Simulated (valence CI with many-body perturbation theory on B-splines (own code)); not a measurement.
# E1 transitions of Ir LXXIII

Calculated by configuration interaction combined with many-body perturbation theory (CI+MBPT): three valence electrons over a frozen Dirac-Fock core [He], a basis of 11 s, 11 p, 10 d, 8 f, 5 g, 2 h functions for each j, with the one-electron correlation potential Σ1, the two-electron term Σ2, the three-electron term Σ3, Breit, model QED; selected CI, second order for the rest, scaled by the run's own slope (own B-spline code, finite nucleus).

The last digits are not significant, and no measured levels were compared; by estimate large intervals hold to a few tenths of a per cent, small ones and those within an open d or f shell to about a per cent.

Lines 1 to 50 of 578 in falling wavelength, among levels below 17048 eV, chosen from the strongest by gf and those to the six lowest levels. Wavelengths and rates use the calculated energies. Electric multipoles are in the length gauge with retardation, E1 and E2 with the static RPA response of the core. Weak lines are less certain than strong ones. Lines between different terms over intervals too small for the method are left out, as are lines whose strength nearly cancels. The highest levels of a list are the least certain.

Levels are named by their leading jj configuration (3d3/2^4 stands for four electrons in 3d with j = 3/2), which in mixed levels can hold well under half, so a name can repeat and another be missing. Letters in brackets count levels of one name in rising energy.

```csv
λ vac (Å),Upper,Lower,A (s⁻¹),S (a.u.)
351.3,(2p1/2^2 4f7/2) J=7/2,(2p1/2^2 4d5/2) J=5/2,9.40e+08,1.61e-01
342.5,(2s 2p1/2 4f7/2) J=5/2,(2s 2p1/2 4d5/2) J=3/2,8.99e+08,1.07e-01
335.8,(2s 2p1/2 4f7/2) J=7/2 [b],(2s 2p1/2 4d5/2) J=5/2 [b],9.80e+08,1.47e-01
325.7,(2s 2p1/2 4f7/2) J=7/2 [a],(2s 2p1/2 4d5/2) J=5/2 [a],1.14e+09,1.55e-01
314.6,(2s 2p1/2 4f7/2) J=9/2,(2s 2p1/2 4d5/2) J=7/2,1.30e+09,2.00e-01
302.5,(2s^2 4f7/2) J=7/2,(2s^2 4d5/2) J=5/2,1.46e+09,1.60e-01
180.8,(2s 2p1/2 4f5/2) J=3/2,(2s 2p1/2 4d3/2) J=1/2,4.67e+09,5.44e-02
180.2,(2s 2p1/2 4f5/2) J=5/2 [b],(2s 2p1/2 4d3/2) J=3/2 [b],5.25e+09,9.10e-02
176.7,(2p1/2^2 4f5/2) J=5/2,(2p1/2^2 4d3/2) J=3/2,6.88e+09,1.13e-01
174.0,(2s^2 4f5/2) J=5/2,(2s^2 4d3/2) J=3/2,6.83e+09,1.06e-01
171.9,(2s 2p1/2 4f5/2) J=5/2 [a],(2s 2p1/2 4d3/2) J=3/2 [a],7.29e+09,1.10e-01
168.1,(2s 2p1/2 4f5/2) J=7/2,(2s 2p1/2 4d3/2) J=5/2,7.69e+09,1.44e-01
153.1,(2s 2p1/2 4d5/2) J=7/2,(2s 2p1/2 4p3/2) J=5/2,1.77e+10,2.51e-01
152.6,(2s^2 4d5/2) J=5/2,(2s^2 4p3/2) J=3/2,1.64e+10,1.73e-01
151.7,(2p1/2^2 4d5/2) J=5/2,(2p1/2^2 4p3/2) J=3/2,1.86e+10,1.92e-01
150.1,(2s 2p1/2 4d5/2) J=5/2 [a],(2s 2p1/2 4p3/2) J=3/2 [a],1.86e+10,1.86e-01
148.4,(2s 2p1/2 4d5/2) J=5/2 [b],(2s 2p1/2 4p3/2) J=3/2 [b],1.66e+10,1.61e-01
140.5,(2s 2p1/2 4d5/2) J=3/2,(2s 2p1/2 4p3/2) J=1/2,1.66e+10,9.08e-02
67.18,(2p3/2^2 3d5/2) J=5/2 [a],(2p3/2^2 3p3/2) J=3/2 [a],2.88e+10,2.58e-02
65.27,(2p1/2 2p3/2 3d5/2) J=9/2,(2p1/2 2p3/2 3p3/2) J=7/2,5.65e+10,7.75e-02
65.01,(2p1/2 2p3/2 3d5/2) J=7/2 [b],(2p1/2 2p3/2 3p3/2) J=5/2 [b],4.87e+10,5.28e-02
64.69,(2s 2p1/2 3d5/2) J=7/2,(2s 2p1/2 3p3/2) J=5/2,5.67e+10,6.06e-02
64.26,(2s 2p3/2 3d5/2) J=7/2 [b],(2s 2p3/2 3p3/2) J=5/2 [b],3.04e+10,3.19e-02
64.17,(2s 2p3/2 3d5/2) J=9/2,(2s 2p3/2 3p3/2) J=7/2,5.46e+10,7.12e-02
63.93,(2s 2p3/2 3d5/2) J=7/2 [a],(2s 2p3/2 3p3/2) J=5/2 [a],4.27e+10,4.40e-02
63.75,(2p1/2^2 3d5/2) J=5/2,(2p1/2^2 3p3/2) J=3/2,6.26e+10,4.80e-02
63.65,(2s 2p3/2 3d5/2) J=5/2 [b],(2s 2p3/2 3p3/2) J=3/2 [b],3.58e+10,2.73e-02
63.58,(2s 2p3/2 3d5/2) J=3/2 [b],(2s 2p3/2 3p3/2) J=1/2 [b],3.90e+10,1.98e-02
63.39,(2p3/2^2 3d5/2) J=7/2,(2p3/2^2 3p3/2) J=5/2,4.56e+10,4.58e-02
63.39,(2p1/2 2p3/2 3d5/2) J=7/2 [a],(2p1/2 2p3/2 3p3/2) J=5/2 [a],5.52e+10,5.55e-02
63.17,(2s^2 3d5/2) J=5/2,(2s^2 3p3/2) J=3/2,4.00e+10,2.99e-02
63.14,(2p3/2^2 3d5/2) J=9/2,(2p3/2^2 3p3/2) J=7/2,5.92e+10,7.36e-02
63.13,(2p1/2 2p3/2 3d5/2) J=5/2 [b],(2p1/2 2p3/2 3p3/2) J=3/2 [b],3.51e+10,2.62e-02
62.89,(2s 2p1/2 3d5/2) J=5/2 [a],(2s 2p1/2 3p3/2) J=3/2 [a],5.73e+10,4.22e-02
62.88,(2p3/2^2 3d5/2) J=5/2 [b],(2p3/2^2 3p3/2) J=3/2 [b],5.64e+10,4.15e-02
62.35,(2s 2p1/2 3d5/2) J=3/2,(2s 2p1/2 3p3/2) J=1/2,3.95e+10,1.89e-02
61.22,(2s 2p1/2 3d5/2) J=5/2 [b],(2s 2p1/2 3p3/2) J=3/2 [b],5.41e+10,3.67e-02
60.70,(2p1/2 2p3/2 3d5/2) J=5/2 [a],(2p1/2 2p3/2 3p3/2) J=3/2 [a],3.85e+10,2.55e-02
60.31,(2s 2p1/2 2p3/2) J=3/2 [a],(2s^2 2p3/2) J=3/2,1.31e+09,5.68e-04
59.75,(2s 2p3/2 3d5/2) J=5/2 [a],(2s 2p3/2 3p3/2) J=3/2 [a],3.72e+10,2.35e-02
59.58,(2p1/2 2p3/2 3d5/2) J=3/2 [a],(2p1/2 2p3/2 3p3/2) J=1/2 [a],4.22e+10,1.76e-02
57.09,(2s 2p1/2 4d3/2) J=5/2,(2s^2 4d3/2) J=3/2,3.08e+10,1.70e-02
56.36,(2p1/2 2p3/2 3p3/2) J=7/2,(2s 2p3/2 3p3/2) J=5/2 [b],4.46e+10,3.15e-02
55.97,(2s 2p1/2 4p3/2) J=5/2,(2s^2 4p3/2) J=3/2,5.24e+10,2.72e-02
54.01,(2s 2p1/2 3p3/2) J=5/2,(2s^2 3p3/2) J=3/2,3.61e+10,1.69e-02
53.13,(2s 2p1/2 4d3/2) J=3/2 [b],(2s 2p1/2 4p1/2) J=1/2 [b],1.92e+11,5.67e-02
53.02,(2s 2p1/2 4d3/2) J=1/2,(2s 2p1/2 4p1/2) J=1/2 [b],2.76e+11,4.06e-02
52.06,(2p1/2^2 4d3/2) J=3/2,(2p1/2^2 4p1/2) J=1/2,3.77e+11,1.05e-01
51.66,(2s 2p1/2 4d3/2) J=3/2 [a],(2s 2p1/2 4p1/2) J=1/2 [a],3.70e+11,1.01e-01
51.58,(2p3/2^2 3d5/2) J=5/2 [a],(2p3/2^2 3p3/2) J=5/2,4.15e+10,1.69e-02
```
